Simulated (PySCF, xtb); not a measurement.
Se(Cl)(NMe2) (C₂H₆ClNSe), SMILES N(C)([Se]Cl)C.

GFN2-xTB in xtb at its own geometry gives an orbital gap of 3.08 eV and a dipole moment of 3.20 D.

The structure is a stationary point at B3LYP-D3(BJ)/def2-SVP. The values are those of a single conformer.

**Question.** What does HF/def2-TZVP (PySCF) give? (The exact figures need the calculation; the answer reports its results.)

**Answer.** gap 11.08 eV (levels -9.55 and 1.53 eV), dipole 3.00 D.
